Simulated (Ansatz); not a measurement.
Start from `CCO[SiH2]Cl` and change one atom or group to get `CCO[SiH3]`.

Ansatz, PBE0-D4/def2-TZVP geometries, multiplicity 1. Each molecule was computed in one conformer, which needn't be the lowest.

```json
{"property": "HOMO energy (PBE/def2-TZVPP) / eV", "`CCO[SiH2]Cl`": "-7.03"}
{"property": "HOMO energy (ωB97M-V/def2-TZVPP) / eV", "`CCO[SiH2]Cl`": "-10.91"}
{"property": "HOMO energy (PBE0/def2-TZVPP) / eV", "`CCO[SiH2]Cl`": "-8.55"}
{"property": "HOMO–LUMO gap (PBE/def2-TZVPP) / eV", "`CCO[SiH2]Cl`": "6.71"}
{"property": "HOMO–LUMO gap (PBE0/def2-TZVPP) / eV", "`CCO[SiH2]Cl`": "9.11"}
{"property": "size of the dipole moment (ωB97M-V/def2-TZVPP) / D", "`CCO[SiH2]Cl`": "1.66"}
```

(1) Give the same properties after the change, and the shifts. (Estimate.)

Results:

(1) The calculation gave: 
| property | `CCO[SiH3]` | shift |
| --- | --- | --- |
| HOMO energy (PBE/def2-TZVPP) / eV | -6.59 | 0.44 |
| HOMO energy (ωB97M-V/def2-TZVPP) / eV | -10.47 | 0.44 |
| HOMO energy (PBE0/def2-TZVPP) / eV | -8.10 | 0.45 |
| HOMO–LUMO gap (PBE/def2-TZVPP) / eV | 6.08 | -0.63 |
| HOMO–LUMO gap (PBE0/def2-TZVPP) / eV | 8.46 | -0.65 |
| size of the dipole moment (ωB97M-V/def2-TZVPP) / D | 1.13 | -0.53 |

With PBE0 the HOMO rises by 0.45 eV and the LUMO falls by 0.20 eV, so the gap narrows by about 0.65 eV. PBE moves the HOMO by 0.44 eV and ωB97M-V by 0.44 eV. Dipoles are sizes alone; their direction can turn.
